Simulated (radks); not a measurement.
Species: Zr3+. Configuration: [Kr] 4d(up 0.875, down 0.125) (fractional occupations, a model configuration). Calculated with a radial shooting solver on a logarithmic mesh with Libxc functionals: non-relativistic Kohn-Sham, r2SCAN, spin-polarised, spherical densities, point nucleus; meta-GGA in the generalised Kohn-Sham scheme; relativity is left out, which matters for an element this heavy. Some entries of the table are withheld. Estimate them.

orbital   occ.  eigenvalue (eV)  r(max) (bohr)
1s down      1        -17488.04        0.02522
1s up        1        -17488.03        0.02522
2s up        1        -2421.127         0.1412
2s down      1        -2421.006         0.1412
2p up        3        -2218.654         0.1114
2p down      3        -2218.572         0.1114
3s up        1        -423.6782         0.4180
3s down      1        -423.6410         0.4180
3p up        3        -346.9467         0.4066
3p down      3        -346.8951         0.4066
3d up        5        -207.9260         0.3484
3d down      5        -207.8274         0.3484
4s up        1         -80.9448          1.101
4s down      1         -80.3071          1.099
4p up        3         -59.9977          1.183
4p down      3         -59.2623          1.180
4d up    0.875              (1)          1.479
4d down  0.125              (2)          1.468

Answer. 
(1) 4d up eigenvalue (eV): -28.5219
(2) 4d down eigenvalue (eV): -27.4743
